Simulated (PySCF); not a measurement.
**Excitation energy of Li by level of theory**

Li [He] 2s1 (2S) → Li [He] 2p1 (2P), as a difference of total energies. Computed with PySCF 2.14 in aug-cc-pCVDZ, with no relativity, point nucleus. Correlated levels: valence and next inner shell: nothing frozen. The calculations carry no spin-orbit coupling.

```csv
method,excitation energy (eV)
UHF,1.845
MP2 (valence and next inner shell),1.848
SCS-MP2 (valence and next inner shell),1.850
CCSD (valence and next inner shell),1.848
CCSD(T) (valence and next inner shell),1.848
CCSDT (valence and next inner shell),1.848
FCI (valence and next inner shell),1.848
```

Errors of the correlated levels include the incompleteness of this basis.

For comparison: 1.848 eV (measured; NIST levels, between the centres of gravity of the two terms).
